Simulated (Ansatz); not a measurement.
Total energies of Zn6O6, a cluster cut from wurtzite ZnO (bare) from Ansatz at ωB97X-V/def2-TZVP, gas phase (1 Eh = 27.2114 eV = 2625.5 kJ/mol). The reference geometry is relaxed at PBE-D4/def2-SVP.

```xyz
12

Zn   -1.6150    0.8781    0.7652
O    -0.7230   -0.0144    2.2000
O    -2.1308   -0.8631   -0.2790
Zn   -0.7888   -1.6171    0.8530
Zn    1.1079    0.0189    1.6544
O     1.1018   -1.8830    0.7767
O    -1.1018    1.8831   -0.7767
Zn   -1.1078   -0.0191   -1.6544
Zn    0.7887    1.6172   -0.8528
O     2.1308    0.8631    0.2790
O     0.7230    0.0144   -2.2001
Zn    1.6151   -0.8780   -0.7653
```

```
                 state   geometry   energy (Eh)
      charge 0 singlet  reference  -11126.98890
      charge 1 doublet  reference  -11126.64751
     charge -1 doublet  reference  -11127.02688
free Zn atom (singlet)          –   -1779.21905
 free O atom (triplet)          –     -75.06843
```

Single mean-field runs in def2-TZVP are fitted with def2-universal-jkfit.

**Question.** Work out the vertical ionisation energy to the doublet.

**Answer.** E(charge 1 doublet) − E(charge 0 singlet) = -11126.64751 − (-11126.98890) = 0.34139 Eh = 9.29 eV. For comparison, −ε of the highest occupied level is 9.65 eV at this level, 0.36 eV more.

**Question.** Work out the vertical electron affinity, to the doublet.

**Answer.** E(charge 0 singlet) − E(charge -1 doublet) = -11126.98890 − (-11127.02688) = 0.03798 Eh = 1.03 eV. The basis lacks diffuse functions, which makes affinities too small.

**Question.** Give the fundamental gap IE − EA, the Mulliken electronegativity (IE + EA)/2 and the hardness (IE − EA)/2.

**Answer.** From the values in Eh: IE − EA = 0.34139 − 0.03798 = 0.30341 Eh = 8.26 eV; (IE + EA)/2 = 5.16 eV; (IE − EA)/2 = 4.13 eV. The HOMO–LUMO gap of the same run is 8.68 eV, 0.42 eV larger than the fundamental gap.

**Question.** What is the binding energy per atom against free atoms?

**Answer.** Atoms: 6 × (-1779.21905) + 6 × (-75.06843) = -11125.72488 Eh. Binding: -11125.72488 − (-11126.98890) = 1.26402 Eh = 34.40 eV, or 2.87 eV for each of 12 atoms (no zero-point energy, no counterpoise term).
